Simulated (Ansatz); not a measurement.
Reaction (redistribution): `F[SiH](F)[SiH](Cl)Cl` + `C=C[SiH3]` → `C=C[SiH](Cl)Cl` + `F[SiH](F)[SiH3]`

Program: Ansatz. Geometries: PBE0-D4/def2-TZVP. ΔE: electronic, gas phase. CCSD(T)/CBS is the MP2 limit (def2-TZVPP, def2-QZVPP) plus CCSD(T) − MP2 in def2-TZVPP, frozen cores. DFT in def2-TZVPP. B3LYP here is the variant with VWN-RPA as its local correlation; programs differ in this. One conformer a species, not always the lowest.

`F[SiH](F)[SiH](Cl)Cl`:

Z-matrix (Å, degrees):
```
Si
F 1 1.589
Si 1 2.346 2 109.1
F 1 1.589 2 107.4 3 118.1
H 1 1.479 2 108.5 3 -124.7
Cl 3 2.047 1 107.4 2 -62.4
Cl 3 2.047 1 107.4 2 179.5
H 3 1.479 1 115.7 2 58.5
```

`C=C[SiH3]`:

```xyz
9

C     0.124    1.512    0.288
C     0.305    0.237    0.619
Si   -0.217   -1.179   -0.466
H    -0.346    1.797   -0.649
H     0.436    2.328    0.934
H     0.783    0.018    1.573
H     0.952   -2.023   -0.835
H    -0.842   -0.637   -1.701
H    -1.196   -2.053    0.238
```

`C=C[SiH](Cl)Cl`:

Z-matrix (Å, degrees):
```
Si
C 1 1.839
Cl 1 2.047 2 110.4
Cl 1 2.047 2 110.4 3 -119.3
H 1 1.477 2 110.9 3 120.4
C 2 1.330 1 120.7 3 -120.5
H 2 1.088 1 119.7 3 59.6
H 6 1.087 2 121.8 1 -0.0
H 6 1.086 2 122.2 1 180.0
```

`F[SiH](F)[SiH3]`:

Z-matrix (Å, degrees):
```
Si
F 1 1.593
Si 1 2.342 2 109.5
F 1 1.593 2 107.0 3 118.6
H 1 1.482 2 107.3 3 -126.5
H 3 1.486 1 109.0 2 178.9
H 3 1.485 1 110.0 2 58.5
H 3 1.486 1 109.1 2 -61.9
```

| level | ΔE (kcal/mol) | difference from CCSD(T)/CBS |
| --- | --- | --- |
| LDA (SPW92) | -5.2 | -0.3 |
| B3LYP-D4 | -4.2 | 0.7 |
| r2SCANh-D4 | -5.0 | -0.1 |
| r2SCAN0-D4 | -5.1 | -0.2 |
| BHLYP-D4 | -4.3 | 0.6 |
| PBE-QIDH | -5.2 | -0.3 |
| revPBE | -4.5 | 0.4 |
| BLYP | -4.3 | 0.6 |
| r2SCAN | -5.0 | -0.1 |
| RPA@PBE/def2-TZVPP | -4.7 | 0.2 |
| CCSD(T)/CBS | -4.9 | 0 |

Largest T1 diagnostic among the species: 0.013.

Leaving LDA and LC-ωPBE aside and taking each functional with its dispersion term where it has one, the values, not all of them listed here, spread over 1.4 kcal/mol, from B97M-V to BLYP-D4.
